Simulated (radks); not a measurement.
Results of a calculation; reference values are marked as such.
All-electron atom: Tl21+ in [Kr] 4d10 4f13 5s1. Code: a radial shooting solver on a logarithmic mesh with Libxc functionals. Model: non-relativistic Kohn-Sham, TPSS, spin-polarised, spherical densities, point nucleus; open shells are filled with parallel spins first (spin-orbit coupling, left out, can overturn this in heavy ions); meta-GGA in the generalised Kohn-Sham scheme; relativity is left out, which matters for an element this heavy.

Radial electron density D(r) = 4 pi r^2 rho(r):

| r (bohr) | D(r) (e/bohr) | spin D(r) |
|---|---|---|
| 0.001787 | 11.47 | 0.00935 |
| 0.002327 | 17.82 | 0.0145 |
| 0.00303 | 26.98 | 0.0217 |
| 0.003977 | 39.89 | 0.0316 |
| 0.005179 | 55.74 | 0.0430 |
| 0.006744 | 73.58 | 0.0540 |
| 0.008781 | 90.38 | 0.0603 |
| 0.01143 | 101.7 | 0.0558 |
| 0.01489 | 104.1 | 0.0367 |
| 0.01939 | 98.97 | 0.00950 |
| 0.02525 | 95.68 | -0.000496 |
| 0.03287 | 106.2 | 0.0397 |
| 0.0428 | 130.1 | 0.122 |
| 0.05574 | 146.2 | 0.154 |
| 0.07258 | 136.5 | 0.0696 |
| 0.09526 | 120.7 | 0.0708 |
| 0.124 | 130.1 | 0.447 |
| 0.1615 | 134.5 | 0.936 |
| 0.2103 | 101.0 | 1.39 |
| 0.2739 | 79.56 | 2.48 |
| 0.3566 | 90.41 | 3.15 |
| 0.4643 | 75.02 | 2.02 |
| 0.6046 | 34.73 | 1.60 |
| 0.7873 | 9.906 | 2.16 |
| 1.025 | 2.157 | 1.26 |
| 1.335 | 0.2875 | 0.242 |
| 1.738 | 0.01315 | 0.0124 |
| 2.263 | 0.0001259 | 0.000123 |

D(r) has 4 maxima, at r = 0.0139, 0.0575, 0.148, 0.371 bohr, and minima at 0.0243, 0.0984, 0.272 bohr, inside which lie 1.93, 11.44, 30.81 electrons.
